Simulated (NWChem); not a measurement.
System: MgHSeF; SMILES [F][Mg][SeH]

Input file for NWChem:

```
start job
memory heap 200 mb stack 900 mb global 1100 mb
geometry units angstroms noautoz
  Mg     0.024374    -1.130512     0.000481
  F      0.003123    -2.888181    -0.002195
  Se     0.075509     1.285960     0.004306
  H     -1.398918     1.309085    -0.032820
end
basis spherical
  * library def2-svpd
end
dft
  xc m06-2x
  iterations 150
  vectors input atomic output neutral.movecs
end
task dft energy
charge 1
dft
  odft
  mult 2
  vectors input atomic output cation.movecs
end
task dft energy
charge -1
dft
  odft
  mult 2
  vectors input atomic output anion.movecs
end
task dft energy
```

Excerpt of the output:

```
             Northwest Computational Chemistry Package (NWChem) 7.3.0
             --------------------------------------------------------

 CS  symmetry detected

                             Geometry "geometry" -> ""
                             -------------------------

 Output coordinates in angstroms (scale by  1.889725989 to convert to a.u.)

  No.       Tag          Charge          X              Y              Z
 ---- ---------------- ---------- -------------- -------------- --------------
    1 Mg                  12.0000     0.01376525    -1.22815097     0.00000000
    2 F                    9.0000     0.01536964    -2.98594972     0.00000000
    3 Se                  34.0000     0.03347316     1.18878468     0.00000000
    4 H                    1.0000    -1.44159732     1.19267996     0.00000000

 Effective nuclear repulsion energy (a.u.)     176.1487043101

      Symmetry information
      --------------------

 Group name             Cs
 Group number              2
 Group order               2
 No. of unique centers     4

                                 NWChem DFT Module
                                 -----------------

 Summary of "ao basis" -> "ao basis" (spherical)
 ------------------------------------------------------------------------------
       Tag                 Description            Shells   Functions and Types
 ---------------- ------------------------------  ------  ---------------------
 Mg                        def2-svpd                 9       21   4s4p1d
 F                         def2-svpd                 9       23   4s3p2d
 Se                        def2-svpd                15       41   6s5p4d
 H                         def2-svpd                 4        8   2s2p

      Symmetry analysis of basis
      --------------------------

        a'         65
        a"         28

            General Information
            -------------------
          SCF calculation type: DFT
          Wavefunction type:  closed shell.
          No. of atoms     :     4
          No. of electrons :    56
           Alpha electrons :    28
            Beta electrons :    28
          Charge           :     0
          Spin multiplicity:     1
          Use of symmetry is: on ; symmetry adaption is: on
          Maximum number of iterations: 150
          AO basis - number of functions:    93
                     number of shells:    37
          Convergence on energy requested:  1.00D-06
          Convergence on density requested:  1.00D-05
          Convergence on gradient requested:  5.00D-04

              XC Information
              --------------
                       M06-2X Method XC Functional
                     Hartree-Fock (Exact) Exchange  0.540
                        M06-2X Exchange Functional  1.000
                      M06-2X Correlation Potential  1.000

             Grid Information
             ----------------
          Grid used for XC integration:  medium
          Radial quadrature: Mura-Knowles
          Angular quadrature: Lebedev.
          Tag              B.-S. Rad. Rad. Pts. Rad. Cut. Ang. Pts.
          ---              ---------- --------- --------- ---------
          Mg                  1.50       88          13.0       590
          F                   0.50       49          14.0       434
          Se                  1.15      112          13.0       590
          H                   0.35       45          12.0       434
          Grid pruning is: on
          Number of quadrature shells:   294
          Spatial weights used:  Erf1

      Superposition of Atomic Density Guess
      -------------------------------------

 Sum of atomic energies:       -2698.84522288

      Non-variational initial energy
      ------------------------------

 Total energy =   -2699.007200
 1-e energy   =   -4112.513670
 2-e energy   =    1237.357766
 HOMO         =      -0.306098
 LUMO         =      -0.084730

      Symmetry analysis of molecular orbitals - initial
      -------------------------------------------------

  Numbering of irreducible representations:

     1 a'          2 a"

  Orbital symmetries:

     1 a'          2 a'          3 a'          4 a'          5 a"
     6 a'          7 a'          8 a'          9 a'         10 a'
    11 a"         12 a'         13 a'         14 a'         15 a"
    16 a"         17 a'         18 a'         19 a'         20 a"
    21 a'         22 a'         23 a'         24 a'         25 a"
    26 a'         27 a'         28 a"         29 a'         30 a'
    31 a'         32 a"         33 a'         34 a'         35 a'
    36 a"         37 a'         38 a"

   convergence    iter        energy       DeltaE   RMS-Dens  Diis-err
 ---------------- ----- ----------------- --------- --------- ---------
 d= 0,ls=0.0,diis     1  -2701.6474415858 -2.88D+03  1.30D-02  7.29D-01
 d= 0,ls=0.0,diis     2  -2701.6141939436  3.32D-02  5.59D-03  1.39D+00
 d= 0,ls=0.0,diis     3  -2701.7328702862 -1.19D-01  1.18D-03  4.14D-03
 d= 0,ls=0.0,diis     4  -2701.7335529227 -6.83D-04  4.68D-04  1.18D-03
 d= 0,ls=0.0,diis     5  -2701.7337737075 -2.21D-04  1.16D-04  8.70D-05
  Resetting Diis
 d= 0,ls=0.0,diis     6  -2701.7337871977 -1.35D-05  6.13D-05  9.13D-06
 d= 0,ls=0.0,diis     7  -2701.7337894461 -2.25D-06  1.35D-05  2.50D-07
 d= 0,ls=0.0,diis     8  -2701.7337895437 -9.77D-08  4.37D-06  6.74D-08

         Total DFT energy =    -2701.733789543749
      One electron energy =    -4115.814589151734
           Coulomb energy =     1352.528782885694
    Exchange-Corr. energy =     -114.596687587826
 Nuclear repulsion energy =      176.148704310118

 Numeric. integr. density =       55.999984263974

                  Occupations of the irreducible representations
                  ----------------------------------------------

[...]
```

Level: M06-2X/def2-SVPD, vertical spin-unrestricted ions. Geometry: optimised at PBE0/def2-SVP.
